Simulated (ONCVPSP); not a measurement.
# What one change does to a pseudopotential (barium, ONCV)

```
Element                 : Ba
Generator               : ONCVPSP 4.0.1
Type                    : optimised norm-conserving Vanderbilt (ONCV)
Functional              : PBEsol
Relativity              : scalar-relativistic
Frozen core             : [Kr] 4d10
Valence charge          : 10
Reference configuration : 5s2 5p6 6s1.75 6p0.25
Partial waves           : 5s+6s: rc 2.60 bohr, ncon 4, nbas 8, qcut 4.6 1/bohr, 2 projectors; 5p+6p: rc 3.35 bohr, ncon 5, nbas 8, qcut 5 1/bohr, 2 projectors; d scattering state at 0.09 Ha: rc 3.25 bohr, ncon 3, nbas 7, qcut 3.4 1/bohr, 2 projectors, debl 1.5 Ha
Local potential         : polynomial inside 2.10 bohr (lpopt 5, dvloc0 0 Ha)
Core correction         : Teter function, fcfact 1.75, rcfact 1.6
```

In the d channel the program set the typed energies aside and used 0.050, 1.550 Ha.

Change: d: qcut 3.6.

Cutoffs: the cutoffs (Ha) at which the residual kinetic energy of the hardest occupied pseudo-wave falls to 1 and 0.1 mHa per electron; they do not see the model core or the augmentation charge, which bear on the density cutoff. Errors are all-electron minus pseudo energies relative to the spin-unpolarised reference configuration.

Q: How do hardness, ghosts and transferability respond?

A: The potential gets neither clearly harder nor softer (7.2 Ha and 8.7 Ha → 7.2 Ha and 8.7 Ha); the bound ghost in d disappears; the errors of the 4 common tests hardly move.

```csv
quantity,base,changed
"cutoff, loose",7.2 Ha,7.2 Ha
"cutoff, tight",8.7 Ha,8.7 Ha
bound ghosts,d,none
GHOST(+) flags under 300 eV,s at 90.6 eV,"s at 90.6 eV, d at 238.8 eV"
"error for 5s2 5p6 6s2 6p0, meV [ΔE -0.51 eV]",0.0,0.0
"error for 5s2 5p6 6s1 6p0, meV [ΔE 4.88 eV]",-0.7,-0.7
"error for 5s2 5p6 6s0 6p0, meV [ΔE 14.77 eV]",-3.8,-3.8
"error for 5s2 5p6 5d1 6s0 6p0, meV [ΔE 5.53 eV]",-9.1,-10
s: phases at 2.64 bohr within 0.05 rad from the reference energy up to (Ha; the scan ends near 5),2.8,2.8
p: phases at 3.40 bohr within 0.05 rad from the reference energy up to (Ha; the scan ends near 5),2.2,2.2
d: phases at 3.30 bohr within 0.05 rad from the reference energy up to (Ha; the scan ends near 5),3.3,3.5
"rms error of d²Exc/dni dnj with the model core, mHa",0.33,0.33
```

 A true bound ghost makes a file unfit for plane-wave use even where its test errors are small: the radial tests pick states by their node count and pass the ghost by.
